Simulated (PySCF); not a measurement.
BeH₂, SMILES [BeH2].

Geometry optimised at PBE-D3(BJ)/def2-TZVPD. The isomer is the one that the SMILES or the coordinates give; other isomers of the formula were not compared.

Computed with TDDFT-ωB97X/def2-TZVPD (PySCF).

Vertical excitations; the highest root listed may be one member of a degenerate set. Isolated molecule, no solvent. State labels are in the subgroup D2h.

| state | symmetry | energy (eV) | λ (nm) | f | main pairs |
|---|---|---|---|---|---|
| S1 | B3g | 6.48 | 191 | 0.000 | HOMO→LUMO, HOMO→LUMO+4 (degenerate set) |
| S2 | B2g | 6.48 | 191 | 0.000 | HOMO→LUMO+1, HOMO→LUMO+5 (degenerate set) |
| S3 | B2u | 8.32 | 149 | 0.397 | HOMO−1→LUMO (degenerate set) |
| S4 | B3u | 8.32 | 149 | 0.397 | HOMO−1→LUMO+1 (degenerate set) |
| S5 | B1u | 9.23 | 134 | 0.103 | HOMO→LUMO+3 82 % |
| S6 | Ag | 9.70 | 128 | 0.000 | HOMO→LUMO+2 87 % |
| S7 | B1u | 10.12 | 122 | 0.672 | HOMO→LUMO+6 63 %, HOMO−1→LUMO+2 18 %, HOMO→LUMO+3 15 % |
| S8 | B3g | 10.18 | 122 | 0.000 | HOMO→LUMO+4, HOMO→LUMO (degenerate set) |
| S9 | B2g | 10.18 | 122 | 0.000 | HOMO→LUMO+5, HOMO→LUMO+1 (degenerate set) |
| S10 | Ag | 10.38 | 119 | 0.000 | HOMO−1→LUMO+3 83 % |
| T1 | B2g | 6.04 | 205 | 0 | HOMO→LUMO+1, HOMO→LUMO+5 (degenerate set) |
| T2 | B3g | 6.04 | 205 | 0 | HOMO→LUMO, HOMO→LUMO+4 (degenerate set) |
| T3 | B2u | 7.25 | 171 | 0 | HOMO−1→LUMO, HOMO−1→LUMO+4 (degenerate set) |
| T4 | B3u | 7.25 | 171 | 0 | HOMO−1→LUMO+1, HOMO−1→LUMO+5 (degenerate set) |
Triplets are in the Tamm–Dancoff approximation, which puts them higher than full response would, so one can lie above its singlet here.
